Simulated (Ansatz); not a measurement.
Reading a saddle point

A first-order saddle point of Si2H7Cl3O2, singlet, PBE0-D4/def2-TZVP, with one imaginary mode of 959i cm⁻¹:

```xyz
14
angstrom
Si -0.8842 -0.6904 -0.3340
Si 0.4854 0.0649 1.6681
Cl -1.3330 -2.6736 -0.8182
Cl -2.3811 -0.5890 1.1992
Cl -1.8550 0.6067 -1.6761
H 1.0924 0.8387 -1.2997
O 0.6440 -0.7667 -1.1489
H 0.3583 1.0702 0.0785
O 0.8808 1.7012 -0.8328
H -0.1949 0.8396 2.7276
H 0.4472 -1.3982 1.9412
H 1.9294 0.4380 1.5901
H 0.6932 -1.4966 -1.7745
H 0.1174 2.0551 -1.3207
```

Ansatz 0.2.0; basis: def2-TZVPP and def2-QZVPP; cores frozen in the correlated methods. Extrapolation: Hartree–Fock as exp(−7.88 √X), correlation as X^−2.97.

**Question.** Which contacts change along the imaginary mode, and what lies on either side? (A judgement: the text doesn't fix the answer.)

**Answer.** By the calculation: The step is Si₂H₃Cl₃ ([SiH3][Si]([Cl])([Cl])[Cl]) + H₂O + H₂O → SiHCl₃O ([OH][Si]([Cl])([Cl])[Cl]) + SiH₄ + H₂O, with the molecules in contact on both sides. Shortening one way: Si1–O7, Si2–H8, H6–O9; lengthening the same way: Si1–Si2, H6–O7, H8–O9.
| pair | one side (Å) | saddle (Å) | other side (Å) |
| --- | --- | --- | --- |
| Si1–O7 | 3.05 | 1.73 | 1.60 |
| Si2–H8 | 4.80 | 1.89 | 1.48 |
| H6–O9 | 1.81 | 1.00 | 0.96 |
| Si1–Si2 | 2.34 | 2.54 | 4.44 |
| H6–O7 | 0.98 | 1.67 | 3.32 |
| H8–O9 | 0.96 | 1.23 | 2.97 |

**Question.** Which side is lower, and how far does the saddle lie above each? (Judge from chemistry; the value comes from the calculation.)

**Answer.** Computed: The side with Si1–O7, Si2–H8, H6–O9 short is lower by 23.69 kcal/mol; the saddle lies 71.15 kcal/mol above it and 47.45 kcal/mol above the other (CCSD(T) at an estimated basis limit (MP2 extrapolated from triple and quadruple zeta, plus CCSD(T) − MP2 in triple zeta); electronic energies).

The T1 diagnostic stays at or below 0.012.

Labels in which every atom is bracketed show which atoms are joined, not bond orders.

For scale, one of the runs: CCSD(T)/def2-TZVPP, 370 basis functions, launched by `ansatz run in.yaml --threads 4 --pin off --events-out ev --progress --plain --max-ram 66560MiB --backend cuda --devices 0, --max-vram 37GiB`. Time: 22 s of wall clock on 4 CPU threads of an AMD EPYC 7R13 and a share of one NVIDIA H100; the host was shared. Peak host memory: 1.4 GiB.
